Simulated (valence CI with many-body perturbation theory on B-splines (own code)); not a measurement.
## E1 line list for Ar13+

Level of theory: configuration interaction combined with many-body perturbation theory (CI+MBPT): three valence electrons over a frozen Dirac-Fock core [He], radial functions for each j: 11 s, 11 p, 9 d, 7 f, 5 g, 2 h, 1 i, with the one-electron correlation potential Σ1, the two-electron term Σ2, the three-electron term Σ3, Breit, model QED; selected CI, second order for the rest (own B-spline code, finite nucleus).

No measured levels were compared; by estimate levels of excited configurations hold to 0.05 to 0.15 % of their energy, terms of the ground configuration to about 0.5 %.

Lines 201 to 250 of 250 in falling wavelength, among levels below 515.14 eV, chosen from the strongest by gf and those to the six lowest levels. Wavelengths and rates use the calculated energies, so an error of 400 cm⁻¹ moves a line at 26.86 Å by 0.011 % and its rate by three times that or more. Electric multipoles are in the length gauge, E1 and E2 with the static RPA response of the core. Weak lines are less certain than strong ones. Lines between different terms over intervals too small for the method are left out, as are lines whose strength nearly cancels. The highest levels of a list are the least certain.

Names give the largest LS component (configuration and term), which can be under half, so a name can repeat, a term be missing and a line seem to break the LS rules; names also repeat where a configuration has a term twice. Letters in brackets count levels of one name in rising energy.

| λ vac (Å) | Upper | Lower | A (s⁻¹) | S (a.u.) |
| --- | --- | --- | --- | --- |
| 26.86 | 2s 2p 3d 2P°_3/2 [a] | 2s 2p2 4P_1/2 | 3.59e+09 | 1.37e-04 |
| 26.84 | 2p2 3p 2S°_1/2 | 2s 2p2 2D_3/2 | 2.82e+10 | 5.39e-04 |
| 26.84 | 2s 2p 3p 4D_1/2 | 2s2 2p 2P°_3/2 | 9.99e+10 | 1.91e-03 |
| 26.80 | 2s 2p 3d 2P°_1/2 [a] | 2s 2p2 4P_1/2 | 9.64e+09 | 1.83e-04 |
| 26.79 | 2s 2p 3p 4D_3/2 | 2s2 2p 2P°_3/2 | 2.41e+11 | 9.14e-03 |
| 26.73 | 2s 2p 3p 2P_1/2 [a] | 2s2 2p 2P°_3/2 | 2.20e+11 | 4.16e-03 |
| 26.72 | 2s 2p 3p 2P_3/2 [a] | 2s2 2p 2P°_3/2 | 6.07e+11 | 2.29e-02 |
| 26.67 | 2s 2p 3p 4D_1/2 | 2s2 2p 2P°_1/2 | 3.20e+11 | 6.00e-03 |
| 26.63 | 2s 2p 3p 4D_3/2 | 2s2 2p 2P°_1/2 | 8.89e+10 | 3.31e-03 |
| 26.57 | 2s 2p 3p 2P_1/2 [a] | 2s2 2p 2P°_1/2 | 7.44e+11 | 1.38e-02 |
| 26.56 | 2s 2p 3p 4S_3/2 | 2s2 2p 2P°_3/2 | 7.66e+10 | 2.83e-03 |
| 26.56 | 2s 2p 3p 2P_3/2 [a] | 2s2 2p 2P°_1/2 | 2.81e+11 | 1.04e-02 |
| 26.49 | 2s 2p 3p 4P_1/2 | 2s2 2p 2P°_3/2 | 5.00e+09 | 9.19e-05 |
| 26.44 | 2s 2p 3p 4P_3/2 | 2s2 2p 2P°_3/2 | 1.58e+10 | 5.76e-04 |
| 26.40 | 2s 2p 3p 4P_5/2 | 2s2 2p 2P°_3/2 | 8.91e+10 | 4.86e-03 |
| 26.40 | 2s 2p 3p 4S_3/2 | 2s2 2p 2P°_1/2 | 5.07e+10 | 1.84e-03 |
| 26.38 | 2s 2p 3p 2D_3/2 [a] | 2s2 2p 2P°_3/2 | 4.09e+11 | 1.48e-02 |
| 26.34 | 2s 2p 3p 4P_1/2 | 2s2 2p 2P°_1/2 | 1.05e+10 | 1.89e-04 |
| 26.28 | 2s 2p 3p 2D_5/2 [a] | 2s2 2p 2P°_3/2 | 1.48e+12 | 7.96e-02 |
| 26.28 | 2s 2p 3p 4P_3/2 | 2s2 2p 2P°_1/2 | 2.65e+10 | 9.51e-04 |
| 26.23 | 2s 2p 3p 2D_3/2 [a] | 2s2 2p 2P°_1/2 | 1.12e+12 | 3.97e-02 |
| 26.09 | 2s 2p 3p 2S_1/2 [a] | 2s2 2p 2P°_3/2 | 1.18e+12 | 2.07e-02 |
| 26.07 | 2s 2p 3d 2F°_7/2 [b] | 2s 2p2 4P_5/2 | 2.30e+09 | 1.61e-04 |
| 25.93 | 2s 2p 3p 2S_1/2 [a] | 2s2 2p 2P°_1/2 | 4.44e+11 | 7.64e-03 |
| 25.65 | 2p2 3p 2S°_1/2 | 2s 2p2 4P_3/2 | 1.48e+10 | 2.47e-04 |
| 25.64 | 2p2 3p 4D°_3/2 | 2s 2p2 4P_5/2 | 3.79e+09 | 1.26e-04 |
| 25.60 | 2p2 3p 4D°_1/2 | 2s 2p2 4P_3/2 | 8.02e+10 | 1.33e-03 |
| 25.60 | 2p2 3p 2S°_1/2 | 2s 2p2 4P_1/2 | 7.99e+10 | 1.32e-03 |
| 25.57 | 2p2 3p 4D°_3/2 | 2s 2p2 4P_3/2 | 1.87e+11 | 6.18e-03 |
| 25.54 | 2p2 3p 4D°_1/2 | 2s 2p2 4P_1/2 | 3.71e+11 | 6.10e-03 |
| 25.51 | 2p2 3p 4D°_3/2 | 2s 2p2 4P_1/2 | 3.20e+11 | 1.05e-02 |
| 25.21 | 2s 2p 3p 2P_1/2 [b] | 2s2 2p 2P°_3/2 | 2.32e+11 | 3.67e-03 |
| 25.21 | 2s 2p 3p 2D_3/2 [b] | 2s2 2p 2P°_3/2 | 2.40e+11 | 7.59e-03 |
| 25.19 | 2s 2p 3p 2D_5/2 [b] | 2s2 2p 2P°_3/2 | 1.46e+11 | 6.90e-03 |
| 25.17 | 2s 2p 3p 2P_3/2 [b] | 2s2 2p 2P°_3/2 | 2.42e+11 | 7.61e-03 |
| 25.07 | 2s 2p 3p 2P_1/2 [b] | 2s2 2p 2P°_1/2 | 2.49e+11 | 3.87e-03 |
| 25.06 | 2s 2p 3p 2D_3/2 [b] | 2s2 2p 2P°_1/2 | 1.03e+10 | 3.21e-04 |
| 25.03 | 2s 2p 3p 2P_3/2 [b] | 2s2 2p 2P°_1/2 | 1.36e+11 | 4.20e-03 |
| 25.02 | 2s 2p 3p 2S_1/2 [b] | 2s2 2p 2P°_3/2 | 1.17e+11 | 1.80e-03 |
| 24.88 | 2s 2p 3p 2S_1/2 [b] | 2s2 2p 2P°_1/2 | 8.13e+10 | 1.24e-03 |
| 24.77 | 2p2 3s 4P_3/2 | 2s2 2p 2P°_3/2 | 2.40e+09 | 7.20e-05 |
| 24.70 | 2p2 3s 4P_5/2 | 2s2 2p 2P°_3/2 | 1.40e+09 | 6.24e-05 |
| 24.68 | 2p2 3s 4P_1/2 | 2s2 2p 2P°_1/2 | 4.53e+09 | 6.72e-05 |
| 24.47 | 2p2 3s 2P_1/2 | 2s2 2p 2P°_3/2 | 3.76e+10 | 5.44e-04 |
| 24.40 | 2p2 3s 2P_3/2 | 2s2 2p 2P°_3/2 | 7.08e+10 | 2.03e-03 |
| 24.34 | 2p2 3s 2P_1/2 | 2s2 2p 2P°_1/2 | 7.66e+10 | 1.09e-03 |
| 24.27 | 2p2 3s 2P_3/2 | 2s2 2p 2P°_1/2 | 2.82e+10 | 7.97e-04 |
| 24.23 | 2p2 3s 2D_5/2 | 2s2 2p 2P°_3/2 | 2.10e+10 | 8.85e-04 |
| 24.22 | 2p2 3s 2D_3/2 | 2s2 2p 2P°_3/2 | 2.09e+10 | 5.86e-04 |
| 24.09 | 2p2 3s 2D_3/2 | 2s2 2p 2P°_1/2 | 5.15e+09 | 1.42e-04 |
